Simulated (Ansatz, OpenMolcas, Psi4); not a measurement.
## C2H7Ga (SMILES [CH3][GaH][CH3]): the HOMO–LUMO gap, rung by rung

C2H7Ga has 10 atoms, charge 0, and is taken as a singlet. SMILES: `[CH3][GaH][CH3]`. The coordinates come from a PBE0-D4/def2-TZVP relaxation.

Each level gives the HOMO–LUMO gap (eV). The values are calculated.

| level | kind | program | value (eV) | CPU time |
| --- | --- | --- | --- | --- |
| HF/def2-SVP | Hartree–Fock | OpenMolcas | 12.47 | 16 s |
| revPBE/def2-SVP | GGA | OpenMolcas | 4.73 | 56 s |
| M06-L/def2-SVP | meta-GGA | OpenMolcas | 5.25 | 63 s |
| B3LYP/def2-SVP | global hybrid | OpenMolcas | 6.19 | 54 s |
| M06-2X/def2-SVP | hybrid meta-GGA | OpenMolcas | 8.37 | 62 s |
| M06-2X/def2-SVP (density fitting) | hybrid meta-GGA | Psi4 | 8.37 | 14 s |
| TPSSh-D3(BJ)/def2-SVP (density fitting) | hybrid meta-GGA | Psi4 | 5.70 | 25 s |
| B2PLYP/def2-SVP | double hybrid | Ansatz | 8.80 | 23 s |

All-electron rows without a relativistic Hamiltonian named are non-relativistic. The values span 4.73 to 12.47 eV. Orbital gaps aren't excitation energies, and those of double hybrids come from the SCF part alone; they tend to grow with the share of exact exchange. CPU times are rough (shared hosts, several kinds of processor): they show what a rung costs within a factor of a few.
